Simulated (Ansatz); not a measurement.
Start from `C[S][Hf]([F])([F])[F]` and change one atom or group to get `O=C=[N][Hf]([F])([F])[F]`.

Ansatz, PBE0-D4/def2-TZVP geometries, multiplicity 1. Each molecule was computed in one conformer, which needn't be the lowest.

Elements past krypton have def2 core potentials.

| property | `C[S][Hf]([F])([F])[F]` |
| --- | --- |
| HOMO–LUMO gap (ωB97M-V/def2-TZVPP) / eV | 10.42 |
| LUMO energy (PBE/def2-TZVPP) / eV | -2.08 |
| HOMO energy (PBE/def2-TZVPP) / eV | -6.39 |
| HOMO energy (PBE0/def2-TZVPP) / eV | -7.61 |
| HOMO–LUMO gap (PBE0/def2-TZVPP) / eV | 6.41 |
| HOMO energy (ωB97M-V/def2-TZVPP) / eV | -9.75 |

**Question.** What does the change do to each property? (An estimate is asked.)

**Answer.** Computed: 
```tsv
property	`O=C=[N][Hf]([F])([F])[F]`	shift
HOMO–LUMO gap (ωB97M-V/def2-TZVPP) / eV	11.98	1.56
LUMO energy (PBE/def2-TZVPP) / eV	-2.12	-0.04
HOMO energy (PBE/def2-TZVPP) / eV	-7.95	-1.56
HOMO energy (PBE0/def2-TZVPP) / eV	-9.39	-1.78
HOMO–LUMO gap (PBE0/def2-TZVPP) / eV	8.12	1.71
HOMO energy (ωB97M-V/def2-TZVPP) / eV	-11.62	-1.87
```

With PBE0 the HOMO falls by 1.78 eV and the LUMO falls by 0.07 eV, so the gap widens by about 1.71 eV. PBE moves the HOMO by -1.56 eV and ωB97M-V by -1.87 eV.
